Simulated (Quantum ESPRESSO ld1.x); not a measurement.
The numbers below are computed, except where a source is named.
The promethium ion Pm51+, 10 electrons, occupied as [Ne] (the NIST ground configuration).

Level of theory: Dirac Kohn-Sham, PBE, spin-unpolarised, spherical densities, point nucleus (ld1.x of Quantum ESPRESSO 7.5).

Energy parts (eV):
part                   energy
total                 -197245
kinetic                217018
electron-nucleus      -428774
Hartree                 17453
exchange-correlation    -2942

Orbitals (lengths in bohr, moments of r in powers of bohr; r(max) is where P^2 peaks; r(90%) holds 90 % of the orbital's charge):
orbital  occ.  eigenvalue (eV)      <r>      <r^2>  r(max)  r(90%)
1s1/2       2         -48835.2  0.02315  0.0007300   0.015  0.0418
2s1/2       2         -10911.0  0.09662    0.01104   0.083   0.150
2p1/2       2         -10582.6  0.08075   0.008012   0.063   0.132
2p3/2       4         -9998.66  0.08693   0.009154   0.069   0.140

The highest occupied level is 2p3/2 at -9998.7 eV. The density falls to 0.001 e/bohr^3 at r = 0.38 bohr. For comparison, the ionisation energy in NIST's Atomic Spectra Database is 10115 eV (theoretical). In exact Kohn-Sham theory the highest level is minus the ionisation energy, but local and semilocal functionals leave it too shallow, through self-interaction and a potential that decays too fast; potentials with the right tail come closer. Summed over all electrons, <r^2> = 0.07619 bohr^2, which gives a Langevin (diamagnetic) susceptibility term of -0.0603 x 10^-6 cm^3/mol.
